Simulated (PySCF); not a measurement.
Dipole moment (D) of eight silicon and germanium compounds: PBE beside ωB97X, computed with PySCF for isolated molecules in the bases named; differences from unrounded values. The eight are the first of their class met in an unordered collection, after screening for sound electronic states; none was chosen by its value, except that the dipole had to exceed 0.05 D. Each molecule has one DFT geometry for both levels.

```csv
molecule,basis,ωB97X,PBE,difference
"C2H8N2OSi, SMILES C/C=N\[Si@H](N)O",def2-TZVP,1.75,1.59,-0.16
"C₂H₆OSi₂, SMILES [SiH2]([SiH2]C#C)O",def2-TZVP,1.31,1.18,-0.14
"CH9NSi2, SMILES C[Si@@H](N)[SiH3]",def2-TZVP,0.98,1.14,0.16
"Si(AsH2)(F)2(H) (AsF2H3Si), SMILES [SiH]([AsH2])(F)F",def2-TZVP,2.00,1.84,-0.16
"C2H4F2Si, SMILES C=C(F)[SiH2]F",def2-TZVP,0.16,0.20,0.04
"CH7NSi2, SMILES C1N[SiH2][SiH2]1",def2-TZVP,0.91,1.05,0.15
"ethyl(prop-1-ynyl)silane (C5H10Si), SMILES CC#C[SiH2]CC",def2-TZVP,1.44,1.48,0.04
"C₄H₁₀OSi, SMILES O[SiH2]C(CC)=C",def2-TZVP,1.76,1.67,-0.09
```

PBE lies below ωB97X in 4 and above it in 4 of the eight; the mean signed difference is -0.02 and the largest -0.16 D.
